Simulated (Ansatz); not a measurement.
A nudged elastic band was laid between two geometries of CH$_{6}$NSb (9 atoms, charge 0, multiplicity 1).

Level of theory: Ansatz 0.2.0, RKS PBE/def2-SVP.

* movable images: 9
* climbing image: yes
* spring: 5.0 eV/Å²
* optimiser: quadratic models (default)
* start path: through a guess of the saddle point
* force threshold: 0.03 eV/Å
* iteration limit: 58
* end points: relaxed

Image 0:

```xyz
9
Properties=species:S:1:pos:R:3
C -0.384 0.668 -0.764
N 0.886 0.275 -0.173
Sb 0.905 -1.115 1.377
H -0.974 -0.155 -1.243
H -0.218 1.452 -1.537
H -1.036 1.116 0.015
H 1.556 -0.025 -0.892
H -0.459 -2.103 0.869
H -0.188 -0.158 2.332
```

Image 10:

```xyz
9
Properties=species:S:1:pos:R:3
C -0.347 0.964 -0.848
N 0.590 0.015 -0.263
Sb 0.307 -0.499 1.742
H -1.388 0.589 -1.023
H 0.037 1.322 -1.829
H -0.433 1.862 -0.198
H 0.674 -0.826 -0.849
H 1.554 -1.706 1.663
H -0.905 -1.768 1.589
```

Q: What changes between the two ends?

A: No bond is made or broken. The dihedral H7–N2–Sb3–H8 goes from -96 to 45°.

Q: Give the energies along the band, and the barrier.

A: It converged. The highest image is number 5 of 0 to 10, 4.1 kcal/mol above the first end and 2.8 kcal/mol above the last; the last end lies 1.2 kcal/mol above the first. A vibrational analysis at the climbing image gives one clearly imaginary mode, 194i cm⁻¹: a first-order saddle point.

```csv
image,path coordinate (Å),energy (kcal/mol),dihedral H7–N2–Sb3–H8 (°)
0,0.00,0.0,-96
1,0.40,0.3,-85
2,0.80,1.2,-73
3,1.20,2.5,-58
4,1.60,3.7,-41
5,2.00,4.1,-24
6,2.42,3.7,-8
7,2.83,2.8,7
8,3.25,2.0,21
9,3.66,1.4,33
10,4.08,1.2,45
```

Q: What is the geometry of the highest image?

A: 
```xyz
9
Properties=species:S:1:pos:R:3
C -0.359 0.840 -0.724
N 0.871 0.217 -0.249
Sb 0.798 -0.740 1.631
H -1.240 0.161 -0.866
H -0.170 1.345 -1.697
H -0.680 1.638 -0.021
H 1.193 -0.480 -0.933
H 0.617 -2.384 1.045
H -0.940 -0.643 1.796
```

Q: What are the harmonic wavenumbers there?

A: 194i, 209, 237, 437, 536, 634, 722, 782, 1034, 1081, 1093, 1312, 1387, 1414, 1432, 1792, 1822, 2866, 2974, 3029, 3438 cm⁻¹.

The run took 5.5 min on 1 thread of Arm Neoverse N1, on a shared host, peak memory 0.13 GiB.
